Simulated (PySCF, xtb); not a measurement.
C₄H₉FSi, SMILES [SiH3][C@]1([C@H](C1)C)F.

Harmonic wavenumbers (cm⁻¹) from xtb 6.7.1 with GFN2-xTB at its own minimum, in rising order: 66, 138, 187, 193, 270, 323, 392, 443, 542, 558, 569, 769, 773, 788, 843, 866, 911, 966, 1008, 1048, 1097, 1109, 1156, 1172, 1276, 1391, 1414, 1462, 1488, 1496, 2260, 2277, 2303, 3016, 3025, 3036, 3049, 3086, 3101.

**Question.** What does PBE0-D3(BJ)/def2-SVP (PySCF 2.14.0) give at its own minimum? (An estimate is asked for; the answer gives what the named calculation found.)

**Answer.** 112, 153, 195, 207, 268, 327, 389, 453, 550, 640, 662, 820, 862, 909, 917, 936, 946, 955, 1015, 1040, 1115, 1118, 1186, 1223, 1285, 1377, 1414, 1461, 1464, 1496, 2236, 2243, 2250, 3055, 3144, 3146, 3151, 3172, 3249. Paired by order, the mean absolute difference is 42 cm⁻¹ and the zero-point energies are 71.3 and 73.1 kcal/mol.
